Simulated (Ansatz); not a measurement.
Ansatz (a first-principles code) input (B3LYP-D3(BJ)/def2-TZVP):

Ansatz 0.2 input:
```yaml
crystal:
  periodic: [false, false, false]
  atoms:
    - {symbol: C, position_ang: [-1.16121811, -0.18331432, -0.02340017]}
    - {symbol: Si, position_ang: [0.62903689, 0.09747431, 0.00115907]}
    - {symbol: H, position_ang: [-1.68556782, 0.56423601, -0.62169877]}
    - {symbol: H, position_ang: [-1.41324193, -1.19650419, -0.34225064]}
    - {symbol: H, position_ang: [-1.51267979, -0.07261084, 1.01662181]}
    - {symbol: H, position_ang: [1.19698143, 1.44308458, -0.15835579]}
    - {symbol: H, position_ang: [1.57530031, -1.00295996, 0.22985740]}
basis:
  gaussian:
    orbitals: def2-TZVP
hamiltonian:
  xc: b3lyp
  dispersion: d3bj
total_charge: 1
phonons: {temperatures: {t_min: 298.15, t_max: 298.15, t_step: 100}}
```

Output:

```
Functional definition: B3LYP
integrals: 0.02 GiB planned
661 factors; their error is unknown
mean field: 0.24 GiB planned
mean field evaluation 1: about -8976.3942 eV, gradient 7.6e1 eV
mean field evaluation 2: about -8962.6155 eV, gradient 9.0e1 eV
mean field evaluation 4: about -8988.7900 eV, gradient 3.4e0 eV
mean field evaluation 8: about -8988.8354 eV, gradient 3.3e-2 eV
mean field -8988.83539720 eV, -330.3336079956 hartree, gradient 7.1e-5 eV, S^2 0.000000; 0 other end points of the search recorded, 0 dependent functions left out
the calculation of the forces begins
reference -8988.83562551 eV, -330.3336163859 hartree; 12, 12 occupied and 86, 86 virtual orbitals, 661 factors
these checks for a lower state are left out or cut short: stability, starts, cluster_reference, orbital_swaps, neighbouring_geometries, increment
integrals: 0.02 GiB planned
661 factors; their error is unknown
mean field: 0.24 GiB planned
mean field evaluation 16: about -8988.8190 eV, gradient 2.8e-1 eV
mean field -8988.83526258 eV, -330.3336030483 hartree, gradient 1.1e-6 eV, S^2 0.000000; 0 other end points of the search recorded, 0 dependent functions left out
the calculation of the forces begins
reference -8988.83549089 eV, -330.3336114388 hartree; 12, 12 occupied and 86, 86 virtual orbitals, 661 factors
these checks for a lower state are left out or cut short: stability, starts, cluster_reference, orbital_swaps, neighbouring_geometries, increment
integrals: 0.02 GiB planned
661 factors; their error is unknown
mean field: 0.24 GiB planned
mean field -8988.83526180 eV, -330.3336030197 hartree, gradient 1.1e-6 eV, S^2 0.000000; 0 other end points of the search recorded, 0 dependent functions left out
the calculation of the forces begins
reference -8988.83549011 eV, -330.3336114100 hartree; 12, 12 occupied and 86, 86 virtual orbitals, 661 factors
these checks for a lower state are left out or cut short: stability, starts, cluster_reference, orbital_swaps, neighbouring_geometries, increment
integrals: 0.02 GiB planned
661 factors; their error is unknown
mean field: 0.24 GiB planned
mean field evaluation 32: about -8988.8190 eV, gradient 2.7e-1 eV
mean field -8988.83524397 eV, -330.3336023646 hartree, gradient 1.1e-6 eV, S^2 0.000000; 0 other end points of the search recorded, 0 dependent functions left out
the calculation of the forces begins
reference -8988.83547226 eV, -330.3336107542 hartree; 12, 12 occupied and 86, 86 virtual orbitals, 661 factors
these checks for a lower state are left out or cut short: stability, starts, cluster_reference, orbital_swaps, neighbouring_geometries, increment
integrals: 0.02 GiB planned
661 factors; their error is unknown
mean field: 0.24 GiB planned
mean field -8988.83527311 eV, -330.3336034353 hartree, gradient 1.1e-6 eV, S^2 0.000000; 0 other end points of the search recorded, 0 dependent functions left out
the calculation of the forces begins
reference -8988.83550144 eV, -330.3336118264 hartree; 12, 12 occupied and 86, 86 virtual orbitals, 661 factors
these checks for a lower state are left out or cut short: stability, starts, cluster_reference, orbital_swaps, neighbouring_geometries, increment
integrals: 0.02 GiB planned
661 factors; their error is unknown
mean field: 0.24 GiB planned
mean field -8988.83536986 eV, -330.3336069908 hartree, gradient 2.6e-6 eV, S^2 0.000000; 0 other end points of the search recorded, 0 dependent functions left out
the calculation of the forces begins
reference -8988.83559815 eV, -330.3336153804 hartree; 12, 12 occupied and 86, 86 virtual orbitals, 661 factors
these checks for a lower state are left out or cut short: stability, starts, cluster_reference, orbital_swaps, neighbouring_geometries, increment
integrals: 0.02 GiB planned
[...]
the calculation of the forces begins
reference -8988.83560658 eV, -330.3336156904 hartree; 12, 12 occupied and 86, 86 virtual orbitals, 661 factors
these checks for a lower state are left out or cut short: stability, starts, cluster_reference, orbital_swaps, neighbouring_geometries, increment
integrals: 0.02 GiB planned
661 factors; their error is unknown
mean field: 0.24 GiB planned
mean field -8988.83534327 eV, -330.3336060138 hartree, gradient 1.6e-6 eV, S^2 0.000000; 0 other end points of the search recorded, 0 dependent functions left out
the calculation of the forces begins
reference -8988.83557161 eV, -330.3336144053 hartree; 12, 12 occupied and 86, 86 virtual orbitals, 661 factors
these checks for a lower state are left out or cut short: stability, starts, cluster_reference, orbital_swaps, neighbouring_geometries, increment
integrals: 0.02 GiB planned
661 factors; their error is unknown
mean field: 0.24 GiB planned
mean field evaluation 96: about -8988.8353 eV, gradient 1.3e-6 eV
mean field -8988.83534113 eV, -330.3336059352 hartree, gradient 1.3e-6 eV, S^2 0.000000; 0 other end points of the search recorded, 0 dependent functions left out
the calculation of the forces begins
reference -8988.83556942 eV, -330.3336143245 hartree; 12, 12 occupied and 86, 86 virtual orbitals, 661 factors
these checks for a lower state are left out or cut short: stability, starts, cluster_reference, orbital_swaps, neighbouring_geometries, increment
integrals: 0.02 GiB planned
661 factors; their error is unknown
mean field: 0.24 GiB planned
mean field -8988.83535412 eV, -330.3336064126 hartree, gradient 1.2e-6 eV, S^2 0.000000; 0 other end points of the search recorded, 0 dependent functions left out
the calculation of the forces begins
reference -8988.83558243 eV, -330.3336148027 hartree; 12, 12 occupied and 86, 86 virtual orbitals, 661 factors
these checks for a lower state are left out or cut short: stability, starts, cluster_reference, orbital_swaps, neighbouring_geometries, increment
integrals: 0.02 GiB planned
661 factors; their error is unknown
mean field: 0.24 GiB planned
mean field -8988.83536107 eV, -330.3336066677 hartree, gradient 1.2e-6 eV, S^2 0.000000; 0 other end points of the search recorded, 0 dependent functions left out
the calculation of the forces begins
reference -8988.83558939 eV, -330.3336150584 hartree; 12, 12 occupied and 86, 86 virtual orbitals, 661 factors
these checks for a lower state are left out or cut short: stability, starts, cluster_reference, orbital_swaps, neighbouring_geometries, increment
integrals: 0.02 GiB planned
661 factors; their error is unknown
mean field: 0.24 GiB planned
mean field -8988.83531486 eV, -330.3336049699 hartree, gradient 2.2e-6 eV, S^2 0.000000; 0 other end points of the search recorded, 0 dependent functions left out
the calculation of the forces begins
reference -8988.83554319 eV, -330.3336133608 hartree; 12, 12 occupied and 86, 86 virtual orbitals, 661 factors
these checks for a lower state are left out or cut short: stability, starts, cluster_reference, orbital_swaps, neighbouring_geometries, increment
integrals: 0.02 GiB planned
661 factors; their error is unknown
mean field: 0.24 GiB planned
mean field -8988.83530705 eV, -330.3336046828 hartree, gradient 1.3e-6 eV, S^2 0.000000; 0 other end points of the search recorded, 0 dependent functions left out
the calculation of the forces begins
reference -8988.83553535 eV, -330.3336130726 hartree; 12, 12 occupied and 86, 86 virtual orbitals, 661 factors
these checks for a lower state are left out or cut short: stability, starts, cluster_reference, orbital_swaps, neighbouring_geometries, increment
integrals: 0.02 GiB planned
661 factors; their error is unknown
mean field: 0.24 GiB planned
mean field evaluation 128: about -8988.8354 eV, gradient 2.8e-6 eV
mean field -8988.83537297 eV, -330.3336071052 hartree, gradient 2.8e-6 eV, S^2 0.000000; 0 other end points of the search recorded, 0 dependent functions left out
the calculation of the forces begins
reference -8988.83560127 eV, -330.3336154950 hartree; 12, 12 occupied and 86, 86 virtual orbitals, 661 factors
these checks for a lower state are left out or cut short: stability, starts, cluster_reference, orbital_swaps, neighbouring_geometries, increment
integrals: 0.02 GiB planned
661 factors; their error is unknown
mean field: 0.24 GiB planned
mean field -8988.83539054 eV, -330.3336077508 hartree, gradient 7.6e-7 eV, S^2 0.000000; 0 other end points of the search recorded, 0 dependent functions left out
the calculation of the forces begins
reference -8988.83561886 eV, -330.3336161417 hartree; 12, 12 occupied and 86, 86 virtual orbitals, 661 factors
these checks for a lower state are left out or cut short: stability, starts, cluster_reference, orbital_swaps, neighbouring_geometries, increment
integrals: 0.02 GiB planned
661 factors; their error is unknown
mean field: 0.24 GiB planned
mean field -8988.83539729 eV, -330.3336079989 hartree, gradient 1.6e-6 eV, S^2 0.000000; 0 other end points of the search recorded, 0 dependent functions left out
the calculation of the forces begins
reference -8988.83562562 eV, -330.3336163898 hartree; 12, 12 occupied and 86, 86 virtual orbitals, 661 factors
these checks for a lower state are left out or cut short: stability, starts, cluster_reference, orbital_swaps, neighbouring_geometries, increment
integrals: 0.02 GiB planned
661 factors; their error is unknown
mean field: 0.24 GiB planned
mean field -8988.83536735 eV, -330.3336068989 hartree, gradient 1.1e-6 eV, S^2 0.000000; 0 other end points of the search recorded, 0 dependent functions left out
the calculation of the forces begins
reference -8988.83559565 eV, -330.3336152886 hartree; 12, 12 occupied and 86, 86 virtual orbitals, 661 factors
these checks for a lower state are left out or cut short: stability, starts, cluster_reference, orbital_swaps, neighbouring_geometries, increment
integrals: 0.02 GiB planned
661 factors; their error is unknown
mean field: 0.24 GiB planned
mean field -8988.83535385 eV, -330.3336064024 hartree, gradient 1.4e-6 eV, S^2 0.000000; 0 other end points of the search recorded, 0 dependent functions left out
the calculation of the forces begins
reference -8988.83558218 eV, -330.3336147936 hartree; 12, 12 occupied and 86, 86 virtual orbitals, 661 factors
these checks for a lower state are left out or cut short: stability, starts, cluster_reference, orbital_swaps, neighbouring_geometries, increment
integrals: 0.02 GiB planned
661 factors; their error is unknown
mean field: 0.24 GiB planned
mean field -8988.83533776 eV, -330.3336058112 hartree, gradient 1.6e-6 eV, S^2 0.000000; 0 other end points of the search recorded, 0 dependent functions left out
the calculation of the forces begins
reference -8988.83556605 eV, -330.3336142008 hartree; 12, 12 occupied and 86, 86 virtual orbitals, 661 factors
these checks for a lower state are left out or cut short: stability, starts, cluster_reference, orbital_swaps, neighbouring_geometries, increment
integrals: 0.02 GiB planned
661 factors; their error is unknown
mean field: 0.24 GiB planned
mean field evaluation 160: about -8988.8354 eV, gradient 3.7e-2 eV
mean field -8988.83539316 eV, -330.3336078471 hartree, gradient 2.0e-6 eV, S^2 0.000000; 0 other end points of the search recorded, 0 dependent functions left out
the calculation of the forces begins
reference -8988.83562147 eV, -330.3336162374 hartree; 12, 12 occupied and 86, 86 virtual orbitals, 661 factors
these checks for a lower state are left out or cut short: stability, starts, cluster_reference, orbital_swaps, neighbouring_geometries, increment
integrals: 0.02 GiB planned
661 factors; their error is unknown
mean field: 0.24 GiB planned
mean field -8988.83539468 eV, -330.3336079029 hartree, gradient 2.5e-6 eV, S^2 0.000000; 0 other end points of the search recorded, 0 dependent functions left out
the calculation of the forces begins
reference -8988.83562299 eV, -330.3336162933 hartree; 12, 12 occupied and 86, 86 virtual orbitals, 661 factors
Total energy: -8989.02014977 eV, -330.3403975274 hartree
Atom 0 at    -1.161218    -0.183314    -0.023400 Å, force    -0.000740    -0.000039     0.000477 eV/Å
Atom 1 at     0.629037     0.097474     0.001159 Å, force     0.000719     0.000081    -0.000191 eV/Å
Atom 2 at    -1.685568     0.564236    -0.621699 Å, force     0.000076    -0.000102    -0.000006 eV/Å
Atom 3 at    -1.413242    -1.196504    -0.342251 Å, force     0.000043     0.000113    -0.000040 eV/Å
Atom 4 at    -1.512680    -0.072611     1.016622 Å, force     0.000030    -0.000046    -0.000320 eV/Å
Atom 5 at     1.196981     1.443085    -0.158356 Å, force    -0.000034    -0.000194     0.000070 eV/Å
Atom 6 at     1.575300    -1.002960     0.229857 Å, force    -0.000093     0.000187     0.000009 eV/Å
Dipole moment:     0.191940     0.031905     0.013976 e Å
Vibrations: 49.21 506.25 509.95 750.13 839.53 890.25 979.02 1285.28 1392.78 1416.53 2292.47 2339.02 2971.09 3072.96 3131.54 cm⁻¹, zero-point energy 1.390236 eV
```
